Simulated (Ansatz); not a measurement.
`[SiH3][O][Cd][Cl]` + `[CH2]1[NH][AlH]1` → `[SiH3][N]1[CH2][AlH]1` + `[OH][Cd][Cl]` at 400 K and 1 bar (ligand exchange at the Si–O bond).

Calculated with Ansatz (gas phase, PBE0-D4/def2-TZVP geometries, no zero-point term in ΔE). CCSD(T)/CBS adds triple-zeta CCSD(T) − MP2 to the extrapolated MP2 energy (def2 sets, frozen cores). def2 core potentials past Kr. For Cd outer-core shells are correlated without core-valence functions, which leaves a few kJ/mol of doubt a bond. Each species was taken in one conformer, which may not be the lowest.

```json
{"species": "`[SiH3][O][Cd][Cl]`", "CCSD(T)/CBS energy (Eh)": "-993.63708", "H − E (kJ/mol)": "108.9", "S (J/(mol·K))": "395.3"}
{"species": "`[CH2]1[NH][AlH]1`", "CCSD(T)/CBS energy (Eh)": "-337.12157", "H − E (kJ/mol)": "146.5", "S (J/(mol·K))": "291.6"}
{"species": "`[SiH3][N]1[CH2][AlH]1`", "CCSD(T)/CBS energy (Eh)": "-627.42841", "H − E (kJ/mol)": "197.0", "S (J/(mol·K))": "359.6"}
{"species": "`[OH][Cd][Cl]`", "CCSD(T)/CBS energy (Eh)": "-703.31715", "H − E (kJ/mol)": "57.0", "S (J/(mol·K))": "317.9"}
```

H − E and S are ideal-gas, rigid-rotor, harmonic terms from PBE0-D4/def2-TZVP, for one conformer and one mirror image of each species. 1 Eh = 2625.50 kJ/mol, R = 8.31446 J/(mol·K).

Task: By hand: ΔE, ΔH, ΔS and ΔG.

Result: ΔE = (-627.42841) + (-703.31715) − (-993.63708) − (-337.12157) = 0.01309 Eh = 34.4 kJ/mol. Δ(H − E) = 197.0 + 57.0 − 108.9 − 146.5 = -1.4, so ΔH = 33.0 kJ/mol. ΔS = 359.6 + 317.9 − 395.3 − 291.6 = -9.4 J/(mol·K). ΔG = 33.0 − 400 × (-9.4)/1000 = 36.8 kJ/mol.

Task: By hand: the equilibrium constant, and the temperature at which ΔG would vanish if ΔH and ΔS stayed fixed.

Result: log₁₀ K = −ΔG/(RT ln 10) = -4.8. ΔH and −TΔS have one sign here, so there is no such temperature.

The number of gas molecules stays the same, so ΔS is small and ΔH decides. A doubt of 5 kJ/mol in ΔE shifts log₁₀ K by 0.7 here. Other conformers and mirror images would add mixing entropy, several J/(mol·K) or more a flexible species. Modes under 60 cm⁻¹, often nearly free rotors, make the harmonic entropy too high. These are equilibria of isolated gas molecules and say nothing of rates. Largest T1 diagnostic: 0.015 (customary marks: 0.02 for closed shells, 0.045 for open ones).

ΔS is within the doubt of such terms, so its sign, and with it that verdict, could turn.
